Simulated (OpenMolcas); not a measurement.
# OpenMolcas run: Ga²⁺

Input:

```
&GATEWAY
Coord
1

Ga 0.0 0.0 0.0
Basis=ANO-RCC-VDZP
Group=XYZ
NoMove
AngMom=0.0 0.0 0.0
AMFI
&SEWARD
Relativistic=R03O02
* reference wave functions (RASSCF and RASSI steps not shown): 1 electron in 9 orbitals (RAS2 4s 4p; RAS3 4d, at most 1 electron)
>>> COPY JOB001 $Project.JobIph
&CASPT2
Multistate=1 1
Frozen=2 3
IPEA=0.75
Imaginary=0.5
MaxIter=60
WThr=0.0 0.3 0.05
PrWF=0.5
NoMix
>>> COPY JOB002 $Project.JobIph
&CASPT2
XMultistate=3 1 2 3
Frozen=2 3
IPEA=0.75
Imaginary=0.5
MaxIter=60
WThr=0.0 0.3 0.05
PrWF=0.5
NoMix
```

Launched by
```bash
OMP_NUM_THREADS=1 MOLCAS_MEM=2252 MOLCAS_PROJECT=a pymolcas a.inp > a.log  # once for each step of the input, in one work folder
```

Output, cut to the results:

```
--- CASPT2 ---
Orbital specifications:
      -----------------------

      Symmetry species                           1   2
                                                ag  au
      Frozen orbitals                            2   3
      Inactive orbitals                          6   3
      Active orbitals                            6   3
      Secondary orbitals                         1   3
      Deleted orbitals                           0   0
      Number of basis functions                 15  12
Type of calculation                        SS-CASPT2
      Fock operator                              state-specific
      IPEA shift                                 0.75
      Real shift                                 0.00
      Imaginary shift                            0.50
      The input orbitals will be transformed to quasi-canonical
Reference energy:       -1941.3399907901
      E2 (Non-variational):      -0.2548353778
      Shift correction:          -0.0013095898
      E2 (Variational):          -0.2561449676
      Total energy:           -1941.5961357577
      Residual norm:              0.0000001331
      Reference weight:           0.96569
      Contributions to the CASPT2 correlation energy
      Active & Virtual Only:         -0.0000000000
      One Inactive Excited:          -0.0048487040
      Two Inactive Excited:          -0.2499866738
::    CASPT2 Root  1     Total energy:  -1941.59613576
--- CASPT2 ---
Orbital specifications:
      -----------------------

      Symmetry species                           1   2
                                                ag  au
      Frozen orbitals                            2   3
      Inactive orbitals                          6   3
      Active orbitals                            6   3
      Secondary orbitals                         1   3
      Deleted orbitals                           0   0
      Number of basis functions                 15  12
Type of calculation                        XMS-CASPT2
      Fock operator                              state-average
      IPEA shift                                 0.75
      Real shift                                 0.00
      Imaginary shift                            0.50
      The input orbitals will be transformed to quasi-canonical
      The input states will be rotated to diagonalize the Fock operator
Reference energy:       -1941.0442275670
      E2 (Non-variational):      -0.2518797722
      Shift correction:          -0.0013230784
      E2 (Variational):          -0.2532028506
      Total energy:           -1941.2974304176
      Residual norm:              0.0000000758
      Reference weight:           0.96617
      Contributions to the CASPT2 correlation energy
      Active & Virtual Only:         -0.0000000000
      One Inactive Excited:          -0.0041618428
      Two Inactive Excited:          -0.2477179294
Reference energy:       -1941.0442275670
      E2 (Non-variational):      -0.2518697006
      Shift correction:          -0.0013228322
      E2 (Variational):          -0.2531925328
      Total energy:           -1941.2974200998
      Residual norm:              0.0000000758
      Reference weight:           0.96617
      Contributions to the CASPT2 correlation energy
      Active & Virtual Only:         -0.0000000000
      One Inactive Excited:          -0.0041623913
      Two Inactive Excited:          -0.2477073093
::    XMS-CASPT2 Root  1     Total energy:  -1941.29743042
::    XMS-CASPT2 Root  2     Total energy:  -1941.29742011
::    XMS-CASPT2 Root  3     Total energy:  -1941.29742010
```

In XMS-CASPT2 the single-state energies belong to rotated reference states; over a whole degenerate manifold the rotation is arbitrary, and only the multistate roots count.

Levels above the lowest, from the spin-orbit matrix with the multistate effective Hamiltonian, averaged by term, added to it:

```csv
Configuration,Term,J,E (eV),Measured (eV),Term weight %
4s,2S,1/2,0.0000,0.0000,100
4p,2P*,1/2,7.989,8.0800,100
4p,2P*,3/2,8.198,8.2930,100
```

Against the 2 measured excited levels shown (Shirai, Reader, Kramida and Sugar, J. Phys. Chem. Ref. Data 36, 509 (2007)) the mean absolute deviation is 750 cm-1; the largest miss in energy is 4p 2P* 3/2: computed 8.198, measured 8.2930 eV (-1.1 %).

With one active electron outside closed inactive shells, the extra shells (4d) add no correlation to the reference. With one active electron, CASPT2 adds the correlation within the correlated inactive shells and between them and that electron, and leaves the splitting within a term as the reference gives it. Computed and measured levels are paired by configuration, term and J; levels that our copy of the source lacks, or whose pairing is in doubt (as where it misses far off the trend of its configuration), stay unpaired and out of the deviations. Only configurations of the active space appear. The first state left out of the spin-orbit step lies near 480000 cm-1 above the lowest spin-free state of the reference (among the parities and spins computed), and the list stops at four fifths of that energy or lower.

The CASPT2 steps took 1.1 s on 1 thread of Arm Neoverse V2, on a shared host; the integral step is not counted.

The term weight is that of the spin-free term in the level, not the purity of its configuration. * marks odd parity.
